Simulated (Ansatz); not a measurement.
Ansatz (an electronic-structure program) input (CCSD(T)/aug-cc-pV(D+d)Z):
A basis named .json is the Basis Set Exchange file of that set.

Ansatz 0.2 input:
```yaml
crystal:
  periodic: [false, false, false]
  atoms:
    - {symbol: Al, position_ang: [0.03602880, 0.03405350, 0.00181000]}
    - {symbol: C, position_ang: [-1.43681321, -1.21963383, -0.10851138]}
    - {symbol: H, position_ang: [-1.12655911, -2.14217570, -0.60566188]}
    - {symbol: H, position_ang: [-2.27937908, -0.80344543, -0.66234328]}
    - {symbol: H, position_ang: [-1.78683208, -1.50102281, 0.88753602]}
    - {symbol: O, position_ang: [-0.08989025, 1.52863229, -0.80227111]}
    - {symbol: H, position_ang: [0.57525313, 2.21675495, -0.81644680]}
    - {symbol: O, position_ang: [1.41134467, -0.40600229, 0.90198129]}
    - {symbol: H, position_ang: [2.19838674, 0.12395652, 1.02677275]}
basis:
  gaussian:
    orbitals: aug-cc-pV_D+d_Z.json
magnetization: {spin_polarized: false}
correlation: {method: ccsd_t, electrons: outside_noble_gas}
output: {forces: true}
```

Output:

```
Functional definition: HF
integrals: 0.39 GiB planned
1435 factors; integrals over basis functions are off by at most 8.8e-4 eV
mean field: 0.64 GiB planned
mean field evaluation 1: about -11765.1113 eV, gradient 5.7e1 eV
mean field evaluation 2: about -11765.1119 eV, gradient 5.7e1 eV
mean field evaluation 4: about -11771.2474 eV, gradient 3.5e0 eV
mean field evaluation 8: about -11771.2919 eV, gradient 3.0e-4 eV
mean field evaluation 16: about -11771.2896 eV, gradient 2.1e-1 eV
mean field -11771.29188161 eV, -432.5869977810 hartree, gradient 1.0e-6 eV, S^2 0.000000; 0 other end points of the search recorded, 0 dependent functions left out
8 core orbitals not correlated
reference -11771.29188161 eV, -432.5869977810 hartree; 12, 12 occupied and 126, 126 virtual orbitals, 1435 factors
densities: 2.14 GiB planned
second order -17.10527474 eV of doubles, -0.00000000 eV of singles
coupled cluster: 1.13 GiB planned
cycle   1  -17.36504127 eV  change   -2.6e-1 eV  update   9.9e-2
cycle   2  -17.75001415 eV  change   -3.8e-1 eV  update   2.8e-2
cycle   3  -17.86543061 eV  change   -1.2e-1 eV  update   1.5e-2
cycle   4  -17.86024412 eV  change    5.2e-3 eV  update   3.4e-3
cycle   5  -17.85840353 eV  change    1.8e-3 eV  update   1.4e-3
cycle   6  -17.85887169 eV  change   -4.7e-4 eV  update   4.2e-4
cycle   7  -17.85873445 eV  change    1.4e-4 eV  update   1.5e-4
cycle   8  -17.85866186 eV  change    7.3e-5 eV  update   4.5e-5
cycle   9  -17.85866572 eV  change   -3.9e-6 eV  update   1.5e-5
cycle  10  -17.85866917 eV  change   -3.5e-6 eV  update   4.9e-6
perturbative correction -0.51295228 eV, -0.0188506485 hartree
the calculation of the forces begins
Total energy: -11789.66350306 eV, -433.2621424164 hartree
Atom 0 at     0.036029     0.034054     0.001810 Å, force    -0.147456    -0.116861    -0.013696 eV/Å
Atom 1 at    -1.436813    -1.219634    -0.108511 Å, force     0.240605     0.197923     0.019804 eV/Å
Atom 2 at    -1.126559    -2.142176    -0.605662 Å, force     0.134700    -0.428781    -0.236256 eV/Å
Atom 3 at    -2.279379    -0.803445    -0.662343 Å, force    -0.397961     0.187955    -0.256553 eV/Å
Atom 4 at    -1.786832    -1.501023     0.887536 Å, force    -0.173775    -0.129490     0.460040 eV/Å
Atom 5 at    -0.089890     1.528632    -0.802271 Å, force    -0.187082     0.314375    -0.248424 eV/Å
Atom 6 at     0.575253     2.216755    -0.816447 Å, force     0.130301     0.127879     0.000676 eV/Å
Atom 7 at     1.411345    -0.406002     0.901981 Å, force     0.256330    -0.259048     0.255949 eV/Å
Atom 8 at     2.198387     0.123957     1.026773 Å, force     0.144337     0.106048     0.018460 eV/Å
Dipole moment:     0.248493     0.207143     0.018869 e Å
```
